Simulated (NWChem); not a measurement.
Species: CH$_{6}$MgSi; SMILES [CH3][Mg][SiH3]

```xyz
9

Mg     0.2835    -0.6451    -0.0005
C      0.3531    -2.7377    -0.0005
H      0.8487    -3.1295    -0.8987
H     -0.6518    -3.1793     0.0309
H      0.9029    -3.1277     0.8664
Si     0.1956     1.9487    -0.0005
H     -1.1775     2.5014     0.2328
H      0.6493     2.5639    -1.2892
H      1.0532     2.5779     1.0549
```
Atoms are numbered in this order, from 1.

Computed with NWChem. The geometry was optimised at B3LYP/6-31G* (spherical d). GIAO values for the isolated, static molecule; σ is the absolute isotropic shielding, δ = σ(reference) − σ with the isolated reference molecule computed at the same levels (13C: tetramethylsilane, 1H: tetramethylsilane, 29Si: tetramethylsilane).

Q: Predict the results for PBE/pcSseg-1. Quantities: σ Mg1 (ppm); δ C2 (ppm); δ H3 (ppm); δ Si6 (ppm); δ H7 (ppm).

A: The σ Mg1 (ppm) is 391.6 and the δ C2 (ppm) is -17.8. The δ H3 (ppm) is -0.89 and the δ Si6 (ppm) is -161.8. The δ H7 (ppm) comes out as 2.90.
